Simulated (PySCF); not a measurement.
How methods differ on the ionisation energy of S⁵⁺

S⁵⁺ [Ne] 3s1 (2S) → S⁶⁺ [Ne] (1S), as a difference of total energies. Calculation: PySCF 2.14, in an uncontracted even-tempered set (20 s from 0.13 bohr⁻², ratio 2.5; 12 p from 0.17 bohr⁻², ratio 2.5; 5 d from 0.94 bohr⁻², ratio 2.7; 5 f from 1.4 bohr⁻², ratio 2.7); the spin-free X2C one-electron Hamiltonian (Gaussian nucleus). Correlated levels: outer shells: 1s2 frozen; virtual orbitals above 40 to 60 times the deepest correlated orbital energy dropped. The calculations carry no spin-orbit coupling.

```json
{"method": "UHF", "ionisation energy (eV)": "87.568"}
{"method": "MP2 (outer shells)", "ionisation energy (eV)": "88.014"}
{"method": "SCS-MP2 (outer shells)", "ionisation energy (eV)": "87.928"}
{"method": "CCSD (outer shells)", "ionisation energy (eV)": "88.021"}
{"method": "CCSD(T) (outer shells)", "ionisation energy (eV)": "88.028"}
```

Problem. How much does correlation contribute at CCSD(T) (outer shells)?

Solution. 88.028 − (87.568) = 0.460 eV, measured against UHF.

For comparison: 88.053 eV (measured; NIST Atomic Spectra Database, ionization energies).
